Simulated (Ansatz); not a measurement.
Potential energy curve for SMILES B. The B1–H4 bond (B1 also carries H, H; H4 carries nothing else) is stretched with both fragments frozen at the PBE0/def2-TZVP optimised geometry.

RHF/def2-SVP (Ansatz, a program for electronic structure); RMP2 = MP2 on RHF/def2-SVP, frozen core (Ansatz); UHF/def2-SVP (Ansatz); UMP2 = Ansatz with MP2 on UHF/def2-SVP, frozen core; UCCSD = CCSD on UHF/def2-SVP, frozen core in Ansatz; UCCSD(T) = CCSD(T) on UHF/def2-SVP, frozen core (Ansatz); RKS-B3LYP = restricted B3LYP/def2-SVP in Ansatz; UKS-B3LYP = unrestricted B3LYP/def2-SVP (Ansatz); RKS-PBE = restricted PBE/def2-SVP (Ansatz); UKS-PBE = Ansatz with unrestricted PBE/def2-SVP; FCI = full CI/def2-SVP, frozen core (Ansatz).

All curves are set to zero at 1.19 Å and compared with full CI in the same basis at 1.19, 1.22, 1.25, 1.31, 1.39, 1.49, 1.59, 1.77, 1.95, 2.14, 2.39, 2.63, 2.93, 3.17, 3.62, 4.18 Å.

Task: Order the methods by the spread of their error (largest minus smallest) over these points.

Result: UCCSD(T) has the smallest spread and RHF the largest. In order (kcal/mol): UCCSD(T) 2.28, UCCSD 3.40, UKS-PBE 4.51, UKS-B3LYP 4.68, UMP2 16.04, UHF 25.38, RKS-PBE 32.01, RMP2 38.18, RKS-B3LYP 40.77, RHF 79.85.

Errors against full CI at some of the points (kcal/mol):

```json
[
 {"method": "UCCSD(T)", "1.49 Å": "0.1", "1.77 Å": "0.1", "2.39 Å": "1.2", "2.93 Å": "2.3", "4.18 Å": "0.2"},
 {"method": "UCCSD", "1.49 Å": "0.2", "1.77 Å": "0.6", "2.39 Å": "2.8", "2.93 Å": "2.9", "4.18 Å": "-0.1"},
 {"method": "UKS-PBE", "1.49 Å": "-1.8", "1.77 Å": "-3.0", "2.39 Å": "0.2", "2.93 Å": "0.9", "4.18 Å": "-1.1"},
 {"method": "UKS-B3LYP", "1.49 Å": "-0.3", "1.77 Å": "-0.4", "2.39 Å": "4.2", "2.93 Å": "3.3", "4.18 Å": "2.1"},
 {"method": "UMP2", "1.49 Å": "1.0", "1.77 Å": "3.0", "2.39 Å": "11.0", "2.93 Å": "2.2", "4.18 Å": "-2.7"},
 {"method": "UHF", "1.49 Å": "1.6", "1.77 Å": "4.2", "2.39 Å": "-2.2", "2.93 Å": "-13.4", "4.18 Å": "-19.0"},
 {"method": "RKS-PBE", "1.49 Å": "-1.8", "1.77 Å": "-3.0", "2.39 Å": "0.2", "2.93 Å": "9.6", "4.18 Å": "29.0"},
 {"method": "RMP2", "1.49 Å": "1.0", "1.77 Å": "3.0", "2.39 Å": "12.4", "2.93 Å": "25.0", "4.18 Å": "38.2"},
 {"method": "RKS-B3LYP", "1.49 Å": "-0.3", "1.77 Å": "-0.4", "2.39 Å": "5.2", "2.93 Å": "16.6", "4.18 Å": "40.3"},
 {"method": "RHF", "1.49 Å": "1.6", "1.77 Å": "4.2", "2.39 Å": "17.5", "2.93 Å": "36.9", "4.18 Å": "79.9"}
]
```

The restricted form behind RHF, RMP2, RKS-B3LYP, RKS-PBE keeps the bonding electrons paired and can't separate into open-shell fragments. The T1 diagnostic of CCSD on the restricted reference of RMP2 exceeds 0.045 at 2.63 to 4.18 Å. The unrestricted determinant behind UHF, UMP2, UCCSD, UCCSD(T) is spin-contaminated at 1.95 to 4.18 Å (<S²> up to 1.0, against 0.00 for a pure singlet). The unrestricted determinant behind UKS-B3LYP is spin-contaminated at 2.39 to 4.18 Å (<S²> up to 1.0, against 0.00 for a pure singlet). The unrestricted determinant behind UKS-PBE is spin-contaminated at 2.63 to 4.18 Å (<S²> up to 1.0, against 0.00 for a pure singlet).
